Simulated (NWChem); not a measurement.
# CH₂NO cation; SMILES N=C=[OH+]

```xyz
5

N     -0.0302     1.1896     0.0000
C     -0.0170     0.0422     0.0000
O     -0.1198    -1.1882     0.0000
H     -0.0388     2.2064     0.0000
H      0.7020    -1.7252     0.0000
```
Atoms are numbered in this order, from 1.

Results from NWChem. STO-3G and 3-21G are far too small for this property and stand as cheap habits. All runs use the structure optimised with PBE0/def2-SVP. GIAO values for the isolated, static molecule; σ is the absolute isotropic shielding, δ = σ(reference) − σ with the isolated reference molecule computed at the same levels (13C: tetramethylsilane, 1H: tetramethylsilane, 15N: ammonia, 17O: water).

For level Hartree-Fock/STO-3G:

```
Quantity    Result
----------  ------
δ N1 (ppm)    57.6
δ C2 (ppm)    83.0
δ O3 (ppm)     0.8
δ H4 (ppm)    8.69
δ H5 (ppm)    7.68
```

### Question
Estimate the same quantities for level PBE0/pcSseg-2.

### Answer
| Item | Value |
|---|---|
| δ N1 (ppm) | 88.0 |
| δ C2 (ppm) | 101.8 |
| δ O3 (ppm) | 44.5 |
| δ H4 (ppm) | 6.30 |
| δ H5 (ppm) | 7.34 |
